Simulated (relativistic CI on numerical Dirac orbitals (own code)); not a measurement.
# One change at a time: Ta LXVII

Base calculation: Dirac-Coulomb-Breit CI, KLI orbitals optimised for each configuration, model QED, unscaled Slater integrals.

Configuration list (outside the closed core 1s2): 2s2.2p3, 2s.2p4, 2p5, 2p4.3s, 2p4.3p, 2s2.2p2.3s, 2p4.3d, 2s2.2p2.3p, 2s2.2p2.3d, 2s.2p3.3s, 2s.2p3.3p, 2s.2p3.3d, 2s2.2p2.4s, 2s2.2p2.4p, 2s2.2p2.4d, 2s2.2p2.4f. Levels of other configurations are missing.

The lowest level and the first level of each name with at least 55 % of one term (blank where a level has no safe partner in the second run):

```csv
Level,Base (eV),Shift (eV)
2s2.2p3 2P°_3/2,0.0,0.0
2s2.2p3 4S°_3/2,1302.9,-1.4
2s2.2p3 2D°_5/2,1326.1,-1.4
2s2.2p3 2P°_1/2,1377.7,-1.3
2s.2p4 4P_5/2,1642.5,+16.1
2s.2p4 2S_1/2,1747.6,+16.1
2s.2p4 4P_3/2,2972.8,+14.7
2s.2p4 2D_5/2,3014.2,+14.8
2s.2p4 2P_1/2,3078.3,+14.8
2p5 2P°_3/2,3462.7,+32.0
2p5 2P°_1/2,4795.4,+30.9
2s2.2p2.3s 4P_3/2,9884.2,-4.0
2s2.2p2.3s 2P_1/2,9894.6,-4.0
2s2.2p2.3s 2D_5/2,9904.0,-4.0
2s2.2p2.3s 2D_3/2,9910.9,-4.0
2s2.2p2.3p 4D°_3/2,9992.2,+1.0
2s2.2p2.3p 2F°_7/2,10393.9,+0.6
2s2.2p2.3p 2D°_5/2,10422.9,+0.6
2s2.2p2.3d 4D_1/2,10485.1,+1.5
2s2.2p2.3d 2G_9/2,10594.0,+1.2
2s2.2p2.3d 2F_7/2,10620.1,+1.3
```

At this charge energies of transitions that change n are usually good to better than 1 %, and those within a shell (Δn = 0) to a few per cent.

Question: One thing was changed in a second run, which moved the levels as shown. Which?
A. QED terms removed
B. P86 correlation estimate
C. configuration mixing switched off
D. Breit term removed

Answer: A. QED terms removed. QED shifts follow the density of s (and p1/2) electrons at the nucleus, so configurations move by their count of such electrons; where none moves, the smaller shifts of p3/2 electrons and of j = l + 1/2 against j = l − 1/2 set the pattern.

LS names give the leading component of a level, which can be under half, so a name can repeat, a term be missing and a line seem to break the LS rules.
